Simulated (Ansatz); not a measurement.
Nb₆⁻, relaxed as a doublet with UKS PBE-D4/def2-SVPD in Ansatz, starting from the GFN1-xTB geometry. Force threshold 0.02 eV/Å.

In the def2 sets Nb takes a core potential; there is no spin–orbit coupling. The highest occupied level of the charge -1 doublet lies above zero (up to 0.23 eV). It is a level of β spin, whose loss leaves a triplet; that state wasn't run at this geometry and level. The electron is either unbound and held by the finite basis, or the level is raised by self-interaction error. The relaxation made no stability test and no search for a lower SCF solution. No other spin state of charge -1 was run. The structure comes from a short search, and lower isomers may exist.

Start:

Cartesian coordinates in Å:
```
Nb -1.1358 -1.0656 -1.3615
Nb -0.6863 -1.4261 1.3291
Nb 0.5618 1.9393 -0.4520
Nb 1.5423 0.1251 1.3720
Nb 1.5200 -0.4945 -1.3109
Nb -1.8020 0.9218 0.4233
```

(1) Estimate the energy that the relaxation releases and the steps that it takes.

(2) Does the start keep its bonding and symmetry?

(3) Predict the relaxed structure.

Results:

(1) 300.3 kJ/mol, in 20 steps; 4.2 min on 4 threads of Arm Neoverse V1 on a shared host. No frequencies were taken in this run, so the end may be a saddle point.

(2) Bonds lost: Nb4–Nb6 (atoms count from 1). Metal–metal contacts that move far: Nb2–Nb3 4.01 to 2.80 Å. The end is the same structure that another start reached. Point group D3 at the start, C2 at the end, both within 0.05 Å.

(3) 
```xyz
6

Nb   -1.003   -0.712   -1.428
Nb   -0.395   -0.847    1.257
Nb    0.220    1.550   -0.050
Nb    1.883    0.004    1.146
Nb    1.364   -0.742   -1.068
Nb   -2.069    0.748    0.143
```
Bond lengths (bridged metal pairs left out): 14 × Nb–Nb 2.39 to 3.93 Å.
